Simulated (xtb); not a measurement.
Te(F)(NH2) (FH2NTe), SMILES N[Te]F. All values are semi-empirical tight-binding results from xtb (GFN2-xTB unless named), good for trends rather than for accurate numbers. Geometry: GFN2-xTB. Other conformers were not sampled.

The point group as xtb finds it is Cs and the orbital gap comes out as 3.24 eV. The zero-point energy comes out as 16.1 kcal/mol and the G − E(el) at 298.15 K (modified RRHO) is -1.8 kcal/mol. The static polarisability (D4 model) comes out as 52.7 bohr³ and the solvation energy, GFN2-xTB/ALPB(water) is -7.6 kcal/mol. The solvation energy, GFN2-xTB/ALPB(methanol) is -6.6 kcal/mol.
